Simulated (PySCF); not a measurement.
Se(OH)(SiH3) (H4OSeSi), SMILES [Se](O)[SiH3].

The structure is a stationary point at r2SCAN-D4/def2-SVP. The values are those of a single conformer.

Method: PySCF with B3LYP/def2-TZVPD.

Gas-phase values at a fixed geometry.

Question: Estimate the frontier levels, gap, dipole moment and polarisability. (The exact figures need the calculation; the answer reports its results.)

Answer: 
| Property | Value |
|---|---|
| highest occupied level | -6.77 eV |
| lowest empty level | -2.02 eV |
| orbital gap | 4.75 eV |
| dipole moment | 1.52 D |
| quadrupole, principal values (traceless, Buckingham form, about the centre of nuclear charge) | -5.21, -0.03, 5.25 D·Å |
| mean static polarisability | 64.7 bohr³ (9.59 Å³) |
| polarisability, principal values | 55.1, 61.6, 77.4 bohr³ |
